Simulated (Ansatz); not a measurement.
Diatomic SbH, multiplicity 3 (the spin of the measured ground state). No spin–orbit coupling.

D_e counts from the fitted minimum to each atom's lowest state at the same level, without counterpoise.

Correlated levels freeze the inner cores; with def2 sets outer-core shells near the valence are correlated too.

Programs: Ansatz (Gaussian orbitals). Values without a source in brackets are computed. In def2 rows elements past Kr take small-core potentials, without spin–orbit coupling.

**Question.** Give the bond energy D_e at the level CCSD(T)/def2-TZVPP.

**Answer.** 58.5 kcal/mol

**Question.** Estimate the bond energy D_e that B97M-V/def2-TZVPP returns for this input.

**Answer.** 63.9 kcal/mol

**Question.** Predict the bond energy D_e from PBE0/def2-TZVPP.

**Answer.** 59.5 kcal/mol

Ansatz is an electronic-structure program.
